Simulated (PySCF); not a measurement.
## Potential energy of CdN along the bond

Set-up: basis Cd cc-pVDZ-PP with ECP28, N cc-pVDZ; scalar-relativistic core potentials; PySCF 2.14. Energies in eV from Cd + N in their ground configurations at the same level. State: ⁴Σ⁻ (quartet), unpaired electrons σ ↑, π ↑↑.

| R (Å) | revPBE | r²SCAN |
| --- | --- | --- |
| 2.111 | -0.0487 | -0.0975 |
| 2.209 | -0.1459 | -0.1776 |
| 2.308 | -0.1894 | -0.2084 |
| 2.381 | -0.2002 | -0.2119 |
| 2.455 | -0.1995 | -0.2058 |
| 2.529 | -0.1916 | -0.1938 |
| 2.627 | -0.1751 | -0.1733 |
| 2.750 | -0.1510 | -0.1462 |
| 2.897 | -0.1233 | -0.1166 |
| 3.093 | -0.0933 | -0.0852 |

**Question.** Put a parabola through the three lowest points of the revPBE curve and estimate Re, k and ωe (reduced mass 12.47 u; 1 eV/Å² = 0.16022 mdyn/Å; ωe = 1302.8·√(k/μ) cm⁻¹).

**Answer.** Through R = 2.308, 2.381, 2.455 Å the second-order coefficient is 1.07 eV/Å², so Re ≈ 2.414 Å, k ≈ 0.343 mdyn/Å and ωe ≈ 216 cm⁻¹. A polynomial fit of higher order to the unrounded revPBE energies gives Re = 2.411 Å, k = 0.280 mdyn/Å, ωe = 195 cm⁻¹; anharmonicity and rounding make the difference.

The higher-order fit for each curve: revPBE: Re = 2.411 Å, ωe = 195 cm⁻¹, De = 0.201 eV; r²SCAN: Re = 2.366 Å, ωe = 208 cm⁻¹, De = 0.212 eV.

The bond is weak. Basis-set superposition, not corrected here, can be much of De in a small basis, most of all at correlated wavefunction levels. Functionals without a dispersion term scatter widely for such bonds, and LDA overbinds them. Spin–orbit coupling is left out. The state was picked by a PBE0 search and need not be the measured ground state.
